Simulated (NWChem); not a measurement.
Molecule: CH$_{4}$BeSSe; SMILES C[S][Be][SeH]

```xyz
8

Be     0.3008     0.2605     0.0002
S      0.6345     2.1292     0.0141
C     -1.0581     2.8346     0.0126
H     -1.5863     2.6057    -0.9221
H     -0.9433     3.9237     0.0924
H     -1.6457     2.4816     0.8700
Se    -0.0236    -1.7452     0.0323
H     -0.0301    -1.7911    -1.4410
```
Atoms are numbered in this order, from 1.

All runs: NWChem. The geometry was optimised at PBE0/def2-SVP.

Task: Order these by “orbital gap (eV)”, lowest first: B3LYP/aug-pcseg-1; B3LYP/STO-3G; B3LYP/def2-SVP.

Result: B3LYP/aug-pcseg-1 (5.84), B3LYP/def2-SVP (5.98), B3LYP/STO-3G (6.51)
